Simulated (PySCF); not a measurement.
## Assignment exercise: C₇H₉NO₂

Atom-mapped SMILES (the numbers label the heavy atoms): `[CH3:1][C:2]([CH3:3])([C:4]#[N:5])[CH2:6][C:7](=[O:8])[CH:9]=[O:10]`; H(Xn) means a hydrogen on atom n.

No solvent, fast rotation and ring inversion assumed for equivalent nuclei, single conformer, non-relativistic. PBE0/pcSseg-1 with gauge-including orbitals; structure optimised with GFN2-xTB; PySCF 2.14.

δ = σ(ref) − σ, references computed at the same level: ¹³C (186.93 ppm) and ¹H (31.72 ppm) against TMS.

**Question.** Assign these signals to the numbered atoms. ¹³C{¹H} NMR (computed): δ 203.2 (C), 197.0 (CH), 129.8 (C), 48.3 (CH2), 28.1 (C), 25.3 (CH3).

**Answer.** 
203.2 → C7, ketone carbonyl carbon: low-lying n→π* states of the double bond to the heteroatom give a large paramagnetic term (-268 ppm)
197.0 → C9, aldehyde carbonyl carbon: the double bond to the heteroatom, with no lone-pair donor beside it, deshields it most
129.8 → C4, nitrile carbon: typical of a nitrile
48.3 → C6, sp3 CH2 α to a carbonyl: the adjacent C=O deshields it moderately
28.1 → C2, quaternary sp3 carbon α to a nitrile: a saturated carbon with 4 carbon neighbours and no heteroatom attached
25.3 → C1/C3, methyl carbon: saturated and bonded to C and H only

**Question.** Assign these signals to the numbered atoms. ¹H NMR (600 MHz, computed): δ 9.27 (s, 1H), 3.17 (s, 2H), 1.61 (s, 6H).

**Answer.** 
```tsv
δ (ppm)	atoms	environment	reason
9.27	H(C9)	hydrogen on an aldehyde carbonyl carbon	deshielded by the polar, anisotropic C=O bond
3.17	H(C6)	hydrogen on an sp3 CH2 α to a carbonyl	α to C=O
1.61	H(C1)/H(C3)	hydrogen on a methyl carbon	–
```

Shifts are as computed. Against solution values, carbons near 30 ppm lie about +3 ppm off and those near 130 ppm about +5 ppm. Of 1211 compounds with measured shifts, 218 miss one by over three times the rms of a fit or turn the order of signals round; such compounds aren't used in these exercises. Multiplicities follow the n + 1 count of equivalent neighbours, as no J values were calculated; m marks all less simple cases, F and P coupling included.
